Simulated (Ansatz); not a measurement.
A made-up structure of CH2OSe, singlet:

```xyz
5
angstrom
O -0.6286 -0.6439 1.1249
C -0.4458 -0.4508 -0.0346
Se 0.7990 0.8132 -0.7848
H 1.3524 1.6706 -1.8978
H 1.2571 1.2686 0.5338
```

It is relaxed with PBE-D4/def2-SVP and then PBE0-D4/def2-TZVP (Ansatz 0.2.0). Atoms count as bonded within 1.22 times the sum of their covalent radii (H–H: 0.88 Å). The end point is not checked to be a true minimum.

(1) Does its bonding change? (Judge from chemistry; the calculation decides.)

## Answers

(1) Computed: Yes. Formed: none; broken: C2–Se3.

Where it ends: The first stage lowers the energy by 2.57 eV in 45 steps. It ends as a complex of H₂Se + CO:
| atom | x (Å) | y (Å) | z (Å) |
| --- | --- | --- | --- |
| O1 | -0.6441 | -0.7657 | 1.0615 |
| C2 | -1.4501 | -1.5216 | 0.8575 |
| Se3 | 1.1017 | 1.1626 | -1.2929 |
| H4 | 1.9635 | 2.2431 | -1.7845 |
| H5 | 1.3630 | 1.5393 | 0.0998 |

For scale, one of the runs: PBE0-D4/def2-TZVP relaxation, 122 basis functions, launched by `ansatz run in.yaml --threads 2 --pin off --events-out ev --progress --plain --max-ram 4352MiB`. Hardware: 2 CPU threads of an Arm Neoverse V2, shared host. Wall time about 21 s.
